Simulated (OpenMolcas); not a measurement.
## Mo III: the spin-orbit constant, worked from levels

```
Program             : OpenMolcas 26.06
Basis               : ANO-R3 [8s6p5d3f2g1h]
Scalar Hamiltonian  : X2C, finite nucleus
Active space        : 4 electrons in 5 orbitals (4d)
State averaging     : 2S+1 = 5 even, 5 roots; 2S+1 = 3 even, 45 roots; 2S+1 = 1 even, 50 roots
Spin-orbit coupling : RASSI with atomic mean-field integrals over the reference wave functions, term energies averaged over their components
```

Methods: CASSCF; MS-CASPT2, IPEA 0.25 Eh, imaginary shift 0.1 Eh (closed shells correlated: 4s 4p). Measured levels: Sugar and Musgrove, J. Phys. Chem. Ref. Data 17, 155 (1988).

**The spin-orbit constant.** For the Hund term ⁵D of d4, E(J) = (A/2) J(J+1) + constant and ζ = 2S·A = 4A. From J = 0 to J = 4 the energy changes by 10 A.

```json
{"Source": "CASSCF", "E(4) - E(0)": "1799.4", "A": "179.9", "ζ": "720"}
{"Source": "MS-CASPT2", "E(4) - E(0)": "1831.5", "A": "183.2", "ζ": "733"}
{"Source": "measured", "E(4) - E(0)": "1872.3", "A": "187.2", "ζ": "749"}
```

All in cm-1. MS-CASPT2 is off by -2.2 % and CASSCF by -3.9 %. Both methods take the spin-orbit matrix elements from the reference wave functions, so the second can move ζ only through the term energies and any multistate remixing. Second-order mixing with other terms is absorbed into this ζ.

Levels of configurations with an s electron are missing; early in the row they begin among the upper levels of the d shell and mix with terms of their name. Without dynamic correlation excited terms often stand tens of per cent too high (terms of higher spin than the ground term too low), and those without a measured partner can miss by more than the paired ones (holds for CASSCF). Measured partners are found by configuration, term and J. A level has none where our copy of the source lacks it or the pairing is in doubt (some pairs that miss far off the trend of their configuration count as doubtful), and it then counts in no deviation. Only configurations of the active space appear.
